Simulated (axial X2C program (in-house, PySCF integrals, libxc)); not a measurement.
**Correcting the dissociation energy of CsCl⁺ for spin–orbit coupling**

A spin-free CCSD(T) curve (one-electron X2C) was computed with an axial X2C code built on PySCF integrals, basis Cs dyall-cv3z [15s15p9d4f1g], Cl dyall-av3z [9s8p3d2f] (cores contracted in-house), for the state M_S = 1/2, Λ = 1 (beyond evenly filled blocks: π+α, π+β, π-α). It gives D0 = 0.128 eV to Cs+ + Cl, which in a spin-free picture are the weighted means of the ground terms.

Correlated methods: 15 electrons correlated (number of frozen shells: Cs 4 s, 3 p, 2 d; Cl 2 s, 1 p), 295 virtual spin orbitals or spinors in MP2, 90 natural virtuals in coupled cluster.

Measured levels of the ground terms (NIST Handbook of Basic Atomic Spectroscopic Data), in cm⁻¹: Cs+ 1S: J = 0 at 0; Cl 2P: J = 3/2 at 0, J = 1/2 at 882.4.

The two components of the molecular doublet are 552 cm⁻¹ apart in the PBE0 2c search (Ω = 3/2 lower), so the lower one lies 276 cm⁻¹ under their mean.

**Question.** How far does each ground level lie under the (2J+1)-weighted mean of its term?

**Answer.** Cs+: a single level, 0; Cl: (4 × 0 + 2 × 882.4)/6 = 294 cm⁻¹.

**Question.** Correct D0.

**Answer.** D0 = 0.128 + (276 − 294)/8065.5 = 0.126 eV at CCSD(T) with these spin–orbit terms. The direct two-component run gives 0.130 eV; the difference holds second-order terms in the molecule, scalar two-electron terms, the gap between measured and computed atomic splittings (a 2c atom can miss part of its lowering) and, in coupled cluster, the truncation of each run.

Second-order spin–orbit effects in the molecule, which grow quickly with Z, are left out. One determinant describes the state; a PBE0 search over occupations chose it and may have missed a lower one. De is counted from the lowest determinant-based energies of the atoms at the same level, without counterpoise correction. Coupled cluster ran in a truncated set of natural virtual spinors; the MP2 energy of the rest was added. (T) has no such correction and the atoms are truncated less, which lowers De at CCSD(T) by a hundredth of an eV or more. PBE0 can misorder states that lie within some tenths of an eV, so this need not be the ground state of the molecule. The nearest other spin-free determinant of the search, M_S = 1/2, Λ = 0, lies 0.09 eV up at the distance of the search.
